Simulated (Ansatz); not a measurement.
A nudged elastic band was laid between two geometries of F3HOZr + H2 (8 atoms, charge 0, multiplicity 1).

Method: RKS B3LYP/def2-SVP in Ansatz 0.2.0.

- movable images: 7
- climbing image: yes
- spring: 5.0 eV/Å²
- optimiser: quadratic models (default)
- start path: through a guess of the saddle point
- force threshold: 0.03 eV/Å
- iteration limit: 60
- end points: relaxed

Initial state:

```xyz
8
Properties=species:S:1:pos:R:3
Zr -0.204 0.201 -0.003
O -0.452 0.187 1.894
H -0.575 0.197 2.845
F 1.650 0.383 -0.448
F -1.138 1.700 -0.737
F -0.917 -1.390 -0.795
H 1.522 -2.446 1.121
H 1.172 -2.100 1.702
```

Final state:

```xyz
8
Properties=species:S:1:pos:R:3
Zr 0.354 -0.267 -0.169
O -0.521 -0.743 1.979
H -0.713 0.056 2.493
F 1.364 0.254 -1.702
F -0.185 1.443 0.550
F -0.940 -1.503 -0.844
H 1.755 -1.148 0.708
H -0.056 -1.360 2.562
```

**Question.** What changes between the two ends?

**Answer.** Bonds broken: H7–H8. Bonds formed: Zr1–H7, O2–H8. F3HOZr + H2 becomes F3H3OZr.

**Question.** What energy profile does the band end with?

**Answer.** It converged. The highest image is number 5 of 0 to 8, 131.8 kJ/mol above the first end and 45.2 kJ/mol above the last; the last end lies 86.7 kJ/mol above the first. A vibrational analysis at the climbing image gives one clearly imaginary mode, 1101i cm⁻¹: a first-order saddle point. The orbitals stay closed-shell, which can raise the energy where a bond breaks towards radicals; this wasn't checked here.

```json
{"image": "0", "path coordinate (Å)": "0.00", "energy (kJ/mol)": "0.0", "H7–H8 (Å)": "0.76", "Zr1–H7 (Å)": "3.35", "O2–H8 (Å)": "2.81"}
{"image": "1", "path coordinate (Å)": "0.67", "energy (kJ/mol)": "-0.1", "H7–H8 (Å)": "0.76", "Zr1–H7 (Å)": "3.29", "O2–H8 (Å)": "3.17"}
{"image": "2", "path coordinate (Å)": "1.33", "energy (kJ/mol)": "2.3", "H7–H8 (Å)": "0.76", "Zr1–H7 (Å)": "3.26", "O2–H8 (Å)": "2.67"}
{"image": "3", "path coordinate (Å)": "2.00", "energy (kJ/mol)": "15.6", "H7–H8 (Å)": "0.76", "Zr1–H7 (Å)": "2.76", "O2–H8 (Å)": "2.23"}
{"image": "4", "path coordinate (Å)": "2.67", "energy (kJ/mol)": "57.0", "H7–H8 (Å)": "0.78", "Zr1–H7 (Å)": "2.37", "O2–H8 (Å)": "1.82"}
{"image": "5", "path coordinate (Å)": "3.34", "energy (kJ/mol)": "131.8", "H7–H8 (Å)": "1.06", "Zr1–H7 (Å)": "2.06", "O2–H8 (Å)": "1.20"}
{"image": "6", "path coordinate (Å)": "3.89", "energy (kJ/mol)": "102.9", "H7–H8 (Å)": "1.61", "Zr1–H7 (Å)": "1.93", "O2–H8 (Å)": "0.99"}
{"image": "7", "path coordinate (Å)": "4.45", "energy (kJ/mol)": "89.9", "H7–H8 (Å)": "2.10", "Zr1–H7 (Å)": "1.89", "O2–H8 (Å)": "0.97"}
{"image": "8", "path coordinate (Å)": "5.00", "energy (kJ/mol)": "86.7", "H7–H8 (Å)": "2.60", "Zr1–H7 (Å)": "1.87", "O2–H8 (Å)": "0.97"}
```

**Question.** What is the geometry of the highest image?

**Answer.** 
```xyz
8
Properties=species:S:1:pos:R:3:forces:R:3
Zr 0.104 -0.307 -0.055 0.00 -0.01 0.00
O -0.482 -0.589 2.000 -0.01 0.01 0.01
H -0.602 0.033 2.731 0.00 0.00 0.00
F 1.652 0.039 -1.117 0.00 0.00 0.00
F -0.580 1.477 0.018 0.00 0.00 0.00
F -1.013 -1.490 -1.039 0.00 0.00 0.00
H 1.374 -1.352 1.178 0.02 -0.01 -0.01
H 0.606 -1.079 1.861 -0.01 0.00 0.00
```

**Question.** What are the harmonic wavenumbers there?

**Answer.** 1101i, 62, 156, 164, 187, 191, 258, 384, 536, 564, 678, 692, 705, 1054, 1343, 1669, 1874, 3833 cm⁻¹.

The band took 25 iterations and of the order of 16 core-minutes.

Run time: 8.6 min on 2 threads of Arm Neoverse V1, on a shared host, peak memory 0.22 GiB.
